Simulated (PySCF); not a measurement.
Molecule: SMILES C[Si](C)(C)[SiH2]F (C3H11FSi2). Atoms near the plane z = 1.0 Å, at the GFN2-xTB optimised geometry (x, y, z in Å): Si1 (1.0, 0.9, 0.0), F2 (0.6, 2.5, 0.0), H7 (0.5, 0.5, 1.3), H8 (2.4, 0.9, 0.0).

Method: PBE0/def2-SVP run with PySCF 2.14.0. The values are rescaled to run from 0 to 1.

```
|::::::::::::.........::::::::|
|:::::::::::...........:::::::|
|::::::::::....     ...:::::::|
|::::::::::...      ....::::::|
|::::::::::...       ..:::::::|
|::::::::::...      ...:::::::|
|:::::::::::..  .:...:::::::::|
|::::::::::::...:==---::::::::|
|::::::::::::::-+*##*=--::::::|
|:::::::::::--=+%@@@@*=-::::::|
|------------=+%@@@@@%+--:::::|
|------------=*@@@@@@@+=-:::::|
|------------=*@@@@@@%+=--::::|
|------------=+@@@@@@#+---::::|
|-------------=#@@@@%*=---::::|
|-------------=+*###*+=-----::|
|--------------==++++==-------|
|---------------======--------|
|----------------=====--------|
|-----------------------------|
|-----------------------------|
|-----------------------------|
|-----------------------------|
|-----------------------------|
|-----------------------------|
|-----------------------------|
|-----------------------------|
|-----------------------------|
|-----------------------------|
```
Scale: ten equal steps from 0.000 (start of ' ') to 1.00 (end of '@'), in the order ' .:-=+*#%@'; x runs from -4.50 to 4.50, y from -4.50 (bottom) to 4.50 (top).

Q: Which quantity is mapped?
A. an orbital amplitude
B. electrostatic potential
C. electron localisation function
D. Laplacian of the electron density

A: B, electrostatic potential. In full: electrostatic potential (hartree/e), clipped to [-0.08, 0.12].
